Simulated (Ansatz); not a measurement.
Total energies of HgSe2⁻ (the lowest doublet isomer of a short search) from Ansatz at r2SCAN-D4/def2-TZVPD, gas phase (1 Eh = 27.2114 eV = 2625.5 kJ/mol). The reference geometry is relaxed at r2SCAN-D4/def2-TZVPD.

| atom | x (Å) | y (Å) | z (Å) |
| --- | --- | --- | --- |
| Hg1 | -0.5283 | 0.4306 | 1.9625 |
| Se2 | 1.1486 | 0.4970 | -0.8993 |
| Se3 | -0.6203 | -0.9277 | -1.0632 |

```csv
state,geometry,energy (Eh)
charge -1 doublet,reference,-4956.76128
charge 0 triplet,reference,-4956.67193
charge -1 quartet,relaxed at r2SCAN-D4/def2-TZVPD,-4956.70166
```

In the def2 sets Hg takes a core potential; there is no spin–orbit coupling.

(1) Work out the vertical ionisation energy to the triplet.

(2) Which of the charge -1 states is lowest, and how far above it are the others?

(1) E(charge 0 triplet) − E(charge -1 doublet) = -4956.67193 − (-4956.76128) = 0.08935 Eh = 2.43 eV. For comparison, −ε of the highest occupied level of the spin that leaves is -0.07 eV at this level, 2.50 eV less.

(2) The doublet. quartet: -4956.70166 − (-4956.76128) = 0.05962 Eh = 156.5 kJ/mol.

At r2SCAN-D4/def2-TZVPD the highest occupied level of the charge -1 doublet lies above zero (up to 0.07 eV). By energy differences its removal costs 2.43 eV (vertical, to the charge 0 triplet, at r2SCAN-D4/def2-TZVPD); a positive level beside a positive removal energy at the same level points to self-interaction error. At r2SCAN-D4/def2-TZVPD the highest occupied level of the charge -1 quartet lies above zero (up to 0.80 eV). It is a level of α spin, whose loss leaves a triplet; that state wasn't run at this geometry and level. The electron is either unbound and held by the finite basis, or the level is raised by self-interaction error. 

The structure comes from a short search, and lower isomers may exist.
